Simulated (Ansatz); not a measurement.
C2H3FOSi (SMILES FC1=CO[SiH2]1) moved off its minimum; all values from Ansatz (an electronic-structure program), cores frozen in correlated methods.
(charge 0, multiplicity 1)
```xyz
8

F      1.57646    -0.19487    -1.39047
C      0.67132     0.00427    -0.47319
C      0.67546     0.69630     0.63464
O     -0.57050     0.55664     1.34957
Si    -1.12534    -0.43868     0.02252
H      1.42789     1.32984     1.17850
H     -1.37993    -1.80614     0.50085
H     -2.19454     0.08398    -0.77265
```

Question: Give the forces (eV/Å), the total energy and the dipole at CCSD(T)/cc-pV(T+d)Z.

Answer: 
| atom | Fx | Fy | Fz |
|---|---|---|---|
| F1 | 1.033 | 0.024 | -0.797 |
| C2 | -2.495 | -1.446 | -0.679 |
| C3 | 1.019 | 2.271 | 3.489 |
| O4 | 0.207 | -0.547 | -1.825 |
| Si5 | 1.834 | 0.148 | 1.046 |
| H6 | -0.720 | -0.714 | -0.775 |
| H7 | -0.163 | -0.079 | -0.092 |
| H8 | -0.716 | 0.343 | -0.367 |
Energy -541.7446 hartree, dipole 0.95 D.
